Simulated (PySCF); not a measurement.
Mapped SMILES: `[SiH3:1][SiH2:2][C:3]1=[CH:4][CH2:5][CH2:6][NH:7][CH2:8]1` (H(Xn): hydrogen on atom n).

Level of theory: shielding tensors at PBE0/pcSseg-1 (GIAO), geometry from GFN2-xTB, in PySCF (one conformer, averaged over atoms made equivalent by symmetry, fast rotation or ring inversion, no solvent model, non-relativistic Hamiltonian).

References, each an isolated molecule treated in the same way: TMS for ¹³C (186.93 ppm).

**Question.** Do the ¹³C shifts follow the atomic charges (in e)? Tabulate both.

**Answer.** 
| atoms | hybridisation | δ (ppm) | σ para (ppm) | Hirshfeld | IAO | Mulliken | ESP-fitted |
| --- | --- | --- | --- | --- | --- | --- | --- |
| C4 | sp2 | 146.9 | -214 | -0.05 | -0.14 | -0.11 | -0.05 |
| C3 | sp2 | 141.7 | -219 | -0.11 | -0.29 | -0.50 | -0.13 |
| C8 | sp3 | 53.3 | -111 | -0.03 | -0.16 | +0.06 | +0.02 |
| C6 | sp3 | 46.9 | -106 | -0.03 | -0.15 | -0.06 | +0.12 |
| C5 | sp3 | 31.8 | -95 | -0.08 | -0.29 | -0.19 | -0.24 |

Correlation coefficients of δ with charge over these carbons: Hirshfeld -0.39, IAO -0.01, Mulliken -0.55, ESP-fitted -0.11; with the paramagnetic shielding -1.00. With so few points, grouped by hybridisation, these coefficients are fragile. Charge is one influence among several: hybridisation and low-lying excitations act through the paramagnetic term.

Shifts are as computed. Against solution values, carbons near 30 ppm lie about +3 ppm off and those near 130 ppm about +5 ppm. Of 1211 compounds with measured shifts, 218 miss one by over three times the rms of a fit or turn the order of signals round; such compounds aren't used in these exercises.
